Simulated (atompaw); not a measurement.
# Plane-wave convergence, PAW (atompaw) potential for silver

Ag, PAW, made with atompaw 4.2.0.5 (PBE, scalar-relativistic). Core [Ar] 3d10, reference 4s2 4p6 4d9 5s0 5p0 (charge +2). Waves: 4s (bound): rc 1.55 bohr; 5s (bound, empty): rc 1.55 bohr; 4p (bound): rc 1.20 bohr; 5p (bound, empty): rc 1.40 bohr; 4d (bound): rc 1.55 bohr; 4d channel at -1.3 Ry: rc 1.55 bohr. Local part: troulliermartins scheme with l = 3 at 0.5 Ry, radius 1.40 bohr. Core correction: smooth core density matched at 1.15 bohr. Augmentation charge: sinc compensation charge, radius 1.40 bohr; PAW radius 1.55 bohr; waves and projectors: custom polynom2 7 10 vanderbiltortho.

The pseudo-atom Hamiltonian at the reference potential is diagonalised in spherical Bessel functions j_l(qr) that vanish at 20 bohr, with q² up to the cutoff. All-electron valence levels (Ry): 4s -8.6434, 5s -1.5282, 4p -5.9517, 5p -1.0544, 4d -2.1235.

How do the lowest levels (Ry) of each channel move with the cutoff, and are there ghosts?

| cutoff (Ry) | s #1 | s #2 | s #3 | p #1 | p #2 | p #3 | d #1 | d #2 | f #1 | Σ f·Δε (mRy) |
| --- | --- | --- | --- | --- | --- | --- | --- | --- | --- | --- |
| 8 | -8.1393 | -1.4216 | -0.5220 | -3.2026 | -0.8005 | -0.3516 | -1.0381 | -0.3903 | -0.2819 | 27267.8 |
| 15 | -8.6099 | -1.5204 | -0.5492 | -5.4170 | -1.0234 | -0.4098 | -1.8112 | -0.4912 | -0.2830 | 6081.7 |
| 25 | -8.6432 | -1.5281 | -0.5515 | -5.9298 | -1.0534 | -0.4177 | -2.1147 | -0.5172 | -0.2835 | 206.7 |
| 35 | -8.6433 | -1.5281 | -0.5515 | -5.9393 | -1.0537 | -0.4177 | -2.1183 | -0.5175 | -0.2838 | 117.0 |
| 50 | -8.6433 | -1.5281 | -0.5515 | -5.9440 | -1.0539 | -0.4178 | -2.1202 | -0.5176 | -0.2841 | 71.6 |
| 70 | -8.6433 | -1.5281 | -0.5515 | -5.9451 | -1.0540 | -0.4178 | -2.1209 | -0.5177 | -0.2843 | 59.5 |
| 100 | -8.6434 | -1.5281 | -0.5515 | -5.9469 | -1.0541 | -0.4178 | -2.1212 | -0.5177 | -0.2844 | 45.4 |
| 140 | -8.6434 | -1.5282 | -0.5515 | -5.9476 | -1.0541 | -0.4178 | -2.1218 | -0.5178 | -0.2844 | 36.4 |
| 180 | -8.6434 | -1.5282 | -0.5515 | -5.9479 | -1.0542 | -0.4179 | -2.1225 | -0.5178 | -0.2844 | 27.3 |
| 260 | -8.6434 | -1.5282 | -0.5515 | -5.9502 | -1.0543 | -0.4179 | -2.1231 | -0.5179 | -0.2844 | 8.8 |
| 400 | -8.6434 | -1.5282 | -0.5515 | -5.9512 | -1.0543 | -0.4179 | -2.1234 | -0.5179 | -0.2844 | 0.0 |

Result: no extra level below or beside the all-electron valence levels (s, p, d, f tested); 10 mRy is reached at 230 Ry and 1 mRy at over 300 Ry.
